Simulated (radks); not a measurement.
Question: Neutral ytterbium, [Xe] 4f14 6s2. Method: non-relativistic Kohn-Sham, exchange-only PBE, spin-polarised, spherical densities, point nucleus; computed with a radial shooting solver on a logarithmic mesh with Libxc functionals. Every spin shell is full or empty, so the densities are truly spherical. Functionals are evaluated on that one density, not self-consistently. Rank these orbital-free kinetic functionals by their error against the exact value of the orbitals, and give that value: Thomas-Fermi, TF + vW/9, LC94, revAPBEK, Perdew 92, Thakkar, Pearson, PG1, DePristo-Kress.

Answer: Exact: 13391.2 hartree. From best to worst, with 100 (|E| - |E exact|)/|E exact| (equal figures are ties): LC94 -0.05, revAPBEK +0.13, DePristo-Kress -0.26, Perdew 92 -0.76, TF + vW/9 -0.77, Thakkar -0.81, Pearson -0.94, Thomas-Fermi -4.89, PG1 +13.02.
